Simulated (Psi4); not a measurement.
zinc atom (Zn), singlet; Psi4 with B3LYP/cc-pVTZ.

The Psi4 input:
```
memory 2 GB

molecule {
0 1
Zn    0.00000000    0.00000000    0.00000000
}

set {
  basis cc-pvtz
  d_convergence 1e-8
}

energy('b3lyp')
print_variables()
```

Output, abridged:

```
   => Loading Basis Set <=

    Name: CC-PVTZ
    Role: ORBITAL
    Keyword: BASIS

         ---------------------------------------------------------
                                   SCF
               by Justin Turney, Rob Parrish, Andy Simmonett
                          and Daniel G. A. Smith
                              RKS Reference
         ---------------------------------------------------------

  ==> Geometry <==

    Molecular point group: d2h
    Geometry (in Angstrom), charge = 0, multiplicity = 1:

       Center              X                  Y                   Z               Mass
    ------------   -----------------  -----------------  -----------------  -----------------
         ZN           0.000000000000     0.000000000000     0.000000000000    63.929142010000

  Running in d2h symmetry.

  Rotational constants: A = ************  B = ************  C = ************ [cm^-1]
  Rotational constants: A = ************  B = ************  C = ************ [MHz]
  Nuclear repulsion =    0.000000000000000

  Charge       = 0
  Multiplicity = 1
  Electrons    = 30
  Nalpha       = 15
  Nbeta        = 15

  ==> Algorithm <==

  SCF Algorithm Type is DF.
  DIIS enabled.
  MOM disabled.
  Fractional occupation disabled.
  Guess Type is CORE.
  Energy threshold   = 1.00e-06
  Density threshold  = 1.00e-08
  Integral threshold = 1.00e-12

  ==> Primary Basis <==

  Basis Set: CC-PVTZ
    Blend: CC-PVTZ
    Number of shells: 20
    Number of basis functions: 68
    Number of Cartesian functions: 84
    Spherical Harmonics?: true
    Max angular momentum: 4

  ==> DFT Potential <==

   => LibXC <=

    Version 7.1.2
    S. Lehtola, C. Steigemann, M. J. T. Oliveira, and M. A. L. Marques,  SoftwareX 7, 1–5 (2018) (10.1016/j.softx.2017.11.002)

   => Composite Functional: B3LYP <=

    B3LYP Hyb-GGA Exchange-Correlation Functional

    P. J. Stephens, F. J. Devlin, C. F. Chabalowski, and M. J. Frisch,  J. Phys. Chem. 98, 11623 (1994) (10.1021/j100096a001)

    Deriv               =              1
    GGA                 =           TRUE
    Meta                =          FALSE

    Exchange Hybrid     =           TRUE
    MP2 Hybrid          =          FALSE

   => Exchange Functionals <=

    0.0800   Slater exchange
    0.7200         Becke 88

   => Exact (HF) Exchange <=

    0.2000               HF

   => Correlation Functionals <=

    0.1900   Vosko, Wilk & Nusair (VWN5_RPA)
    0.8100   Lee, Yang & Parr

   => LibXC Density Thresholds  <==

    XC_HYB_GGA_XC_B3LYP:  1.00E-15

   => Molecular Quadrature <=

    Radial Scheme          =       TREUTLER
    Pruning Scheme         =           NONE
    Nuclear Scheme         =       TREUTLER

    Blocking Scheme        =         OCTREE
    BS radius alpha        =              1
    Pruning alpha          =              1
    Radial Points          =             75
    Spherical Points       =            302
    Total Points           =          21436
    Total Blocks           =            240
    Max Points             =            251
    Max Functions          =             68
    Weights Tolerance      =       1.00E-15

   => Loading Basis Set <=

    Name: (CC-PVTZ AUX)
    Role: JKFIT
    Keyword: DF_BASIS_SCF

  ==> Integral Setup <==

  SCF_SUBTYPE=INCORE selected. In-core MEM_DF algorithm will be used.
  Using in-core AOs.

  ==> MemDFJK: Density-Fitted J/K Matrices <==

    J tasked:                   Yes
    K tasked:                   Yes
    wK tasked:                   No
    Algorithm:                 Core
    Schwarz Cutoff:           1E-12
    Mask sparsity (%):       0.0000
    Fitting Condition:        1E-10

   => Auxiliary Basis Set <=

  Basis Set: (CC-PVTZ AUX)
    Blend: DEF2-UNIVERSAL-JKFIT
    Number of shells: 58
    Number of basis functions: 264
    Number of Cartesian functions: 377
    Spherical Harmonics?: true
    Max angular momentum: 6

  Minimum eigenvalue in the overlap matrix is 7.1097566207E-04.
[...]

   @DF-RKS iter   1: -1662.07375211095723   -1.66207e+03   8.99194e-01 ADIIS
    Occupation by irrep:
             Ag   B1g   B2g   B3g    Au   B1u   B2u   B3u
    DOCC [     6,    1,    1,    1,    0,    2,    2,    2 ]
    NA   [     6,    1,    1,    1,    0,    2,    2,    2 ]
    NB   [     6,    1,    1,    1,    0,    2,    2,    2 ]

   @DF-RKS iter   2: -1641.53054868822619    2.05432e+01   6.15166e-01 ADIIS
    Occupation by irrep:
             Ag   B1g   B2g   B3g    Au   B1u   B2u   B3u
    DOCC [     5,    0,    0,    0,    0,    3,    3,    4 ]
    NA   [     5,    0,    0,    0,    0,    3,    3,    4 ]
    NB   [     5,    0,    0,    0,    0,    3,    3,    4 ]

   @DF-RKS iter   3: -1777.59559900736281   -1.36065e+02   9.70328e-02 DIIS/ADIIS
    Occupation by irrep:
             Ag   B1g   B2g   B3g    Au   B1u   B2u   B3u
    DOCC [     6,    1,    1,    1,    0,    2,    2,    2 ]
    NA   [     6,    1,    1,    1,    0,    2,    2,    2 ]
    NB   [     6,    1,    1,    1,    0,    2,    2,    2 ]

   @DF-RKS iter   4: -1737.26751208865517    4.03281e+01   2.76532e-01 ADIIS
   @DF-RKS iter   5: -1778.96385338688242   -4.16963e+01   7.02679e-02 DIIS/ADIIS
   @DF-RKS iter   6: -1779.03733086904026   -7.34775e-02   7.35871e-02 DIIS/ADIIS
   @DF-RKS iter   7: -1779.49468640319924   -4.57356e-01   1.98139e-03 DIIS/ADIIS
   @DF-RKS iter   8: -1779.49563641686359   -9.50014e-04   2.40033e-04 DIIS/ADIIS
   @DF-RKS iter   9: -1779.49564822040156   -1.18035e-05   3.97963e-05 DIIS
   @DF-RKS iter  10: -1779.49564843331086   -2.12909e-07   3.32769e-06 DIIS
   @DF-RKS iter  11: -1779.49564843444705   -1.13619e-09   7.99567e-08 DIIS
   @DF-RKS iter  12: -1779.49564843444614    9.09495e-13   1.28672e-08 DIIS
   @DF-RKS iter  13: -1779.49564843444705   -9.09495e-13   9.63597e-10 DIIS
  Energy and wave function converged.

  ==> Post-Iterations <==

   Electrons on quadrature grid:
      Ntotal   =   30.0000002409 ; deviation = 2.409e-07

    Orbital Energies [Eh]
    ---------------------

    Doubly Occupied:

[...]
    Virtual:

[...]
    Final Occupation by Irrep:
             Ag   B1g   B2g   B3g    Au   B1u   B2u   B3u
    DOCC [     6,    1,    1,    1,    0,    2,    2,    2 ]
    NA   [     6,    1,    1,    1,    0,    2,    2,    2 ]
    NB   [     6,    1,    1,    1,    0,    2,    2,    2 ]

  @DF-RKS Final Energy: -1779.49564843444705

   => Energetics <=

    Nuclear Repulsion Energy =              0.0000000000000000
    One-Electron Energy =               -2483.1008630914898276
    Two-Electron Energy =                 760.8744893395223698
    DFT Exchange-Correlation Energy =     -57.2692746824796401
    Empirical Dispersion Energy =           0.0000000000000000
    VV10 Nonlocal Energy =                  0.0000000000000000
    Total Energy =                      -1779.4956484344470482

Computation Completed

Properties will be evaluated at   0.000000,   0.000000,   0.000000 [a0]

Properties computed using the SCF density matrix

 Multipole Moments:

 ------------------------------------------------------------------------------------
     Multipole            Electronic (a.u.)      Nuclear  (a.u.)        Total (a.u.)
 ------------------------------------------------------------------------------------

 L = 1.  Multiply by 2.5417464519 to convert [e a0] to [Debye]
 Dipole X            :          0.0000000            0.0000000            0.0000000
 Dipole Y            :          0.0000000            0.0000000            0.0000000
 Dipole Z            :          0.0000000            0.0000000            0.0000000
 Magnitude           :                                                    0.0000000

 ------------------------------------------------------------------------------------

  Variable Map:
  ----------------------------------------------------------------------------
[...]
  Array Variable Map:
  ----------------------------------------------------------------------------
[...]
[...]
```
